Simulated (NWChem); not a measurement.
Species: SiH₄SeS; SMILES [SiH3][Se]S

```xyz
7

Se     0.8552    -0.0635     0.0029
S     -0.6966    -1.6609     0.1180
H     -0.8472    -1.8378    -1.2159
Si    -0.6462     1.6705    -0.0158
H     -1.4865     1.6478     1.2151
H     -1.5174     1.5879    -1.2244
H      0.1720     2.9207    -0.0613
```
Atoms are numbered in this order, from 1.

All runs: NWChem. Coordinates come from a PBE0/def2-SVP optimisation. Static field.

For level PBE/def2-SVPD:

```
Item                              Value
--------------------------------  -----
isotropic polarisability (bohr³)   82.9
anisotropy (bohr³)                 31.8
```

Task: Estimate the same quantities for level B3LYP/def2-SVPD.

Result: 
- isotropic polarisability (bohr³) = 80.9
- anisotropy (bohr³) = 30.3
